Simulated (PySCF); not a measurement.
W(NH)(S)(OH)(SH) (H3NOS2W), SMILES [SH][W](=[NH])([OH])=[S], multiplicity 1.

Geometry optimised at PBE-D3(BJ)/def2-SVP. The multiplicity is an assumed one; no other spin state was optimised. The structure was generated by enumeration; whether it is a known compound was not checked. The def2 effective core potentials stand for the cores of W; spin–orbit coupling is left out. Other conformers were not sampled.

Two levels are set side by side: PBE/def2-TZVP (PySCF) and M06-2X/def2-TZVP (PySCF). Same geometry, gas phase. Differences are taken from unrounded values.

| quantity | M06-2X | PBE | PBE minus M06-2X |
|---|---|---|---|
| orbital gap (eV) | 7.12 | 3.38 | -3.75 |
| highest occupied level (eV) | -8.55 | -6.32 | 2.23 |
| lowest empty level (eV) | -1.43 | -2.94 | -1.52 |
| dipole moment (D) | 2.39 | 2.45 | 0.06 |
| mean polarisability (bohr³) | 92.5 | 94.5 | 2.0 |

Without exact exchange PBE keeps part of each electron's self-repulsion, which lifts occupied levels and narrows the gap. Differences between two approximate levels are no errors against the true value.

Rough cost on one machine, each run with all the roots and properties that it gave: M06-2X against PBE about 3 times.
